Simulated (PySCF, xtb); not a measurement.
C₂H₈F₂Si₂, SMILES C([SiH2][SiH3])C(F)F. Other conformers were not sampled.

Harmonic wavenumbers (cm⁻¹) from GFN2-xTB (xtb 6.7.1) at its own minimum, in rising order: 30, 49, 76, 109, 188, 343, 362, 426, 442, 462, 474, 514, 582, 660, 751, 773, 794, 807, 818, 820, 938, 999, 1114, 1157, 1220, 1287, 1314, 1463, 2200, 2209, 2239, 2243, 2258, 2883, 2996, 3008.

### Question
What does PySCF 2.14.0 with B3LYP-D3(BJ)/def2-SVP give at its own minimum? (Estimate from the structure and the level; the computed values follow.)

### Answer
40, 71, 99, 127, 202, 358, 365, 424, 451, 510, 551, 570, 670, 713, 787, 841, 889, 940, 943, 955, 979, 1100, 1140, 1204, 1223, 1392, 1404, 1441, 2202, 2211, 2214, 2223, 2230, 3048, 3054, 3113. Paired by order, the mean absolute difference is 52 cm⁻¹ and the zero-point energies are 55.8 and 58.2 kcal/mol.
